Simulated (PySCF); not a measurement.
**Ni: excitation energy**

Ni [Ar] 3d8 4s2 (3F) → Ni [Ar] 3d10 (1S), as a difference of total energies. All numbers are calculated (PySCF 2.14, no relativity, point nucleus, in def2-TZVPPD (6s6p4d2f1g, 67 functions)). Correlated levels: valence and next inner shell: [Ne] frozen. The calculations carry no spin-orbit coupling.

| method | excitation energy (cm⁻¹) |
| --- | --- |
| UHF | 46305 |
| MP2 (valence and next inner shell) | -14615 |
| SCS-MP2 (valence and next inner shell) | -5359.9 |
| CCSD (valence and next inner shell) | 16263 |
| CCSD(T) (valence and next inner shell) | 12961 |

A first-order spin-orbit estimate (lowest level to lowest level, LS coupling) adds 0.126 eV.
